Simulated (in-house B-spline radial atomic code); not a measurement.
**Removing one electron from Bi+**

Closed shell [Xe] 4f14 5d10 6s2 (6p1/2)2. Computed with an all-electron radial atomic-structure program (B-spline basis): Koopmans values of Dirac-Hartree-Fock plus a diagonal self-energy, in second order or with its direct term screened (direct RPA, with the hole-particle interaction, or full time-dependent Hartree-Fock), linearised in energy; no-pair Dirac-Coulomb Hamiltonian, finite nucleus. Shifts add to the Koopmans value (the ΔSCF shift is orbital relaxation alone); the final value takes TDHF screening with Breit and QED.

The shells are closed in jj coupling only; the real ground state mixes other jj configurations.

Command:
```bash
python run_mb.py task.json out
```
Settings (nuclear radius in fm, box in bohr, cutoff in hartree; a minus after a letter marks j = l - 1/2):
```
basis_form          2
Z                   83
core_configuration  [Xe] 4f14 5d10 6s2 6p-2
rms_radius          5.5211
mass_number         209
speed_of_light      137.036
box_radius          21.062
lmax                7
intervals           64
virtual_cutoff      27556.0
```

Time taken, with all properties: 4.1 min on 1 thread of Arm Neoverse N1, with other jobs on the host.

Energies in eV:

```
subshell  Koopmans  ΔSCF shift  second order  direct RPA  hole-particle  TDHF  Breit + QED  final
   6p1/2    16.033      -0.348             ?           ?              ?     ?            ?      ?
```

What does the self-energy do to 6p1/2?

It shifts the removal energy by 0.664 eV in second order, 0.625 with direct RPA, 0.569 with the hole-particle term and 0.592 with TDHF screening (quasi-particle weight 0.950); Breit and QED add -0.026 eV. The final value is 16.598 eV, against 16.703 ± 0.004 eV (NIST, measured).
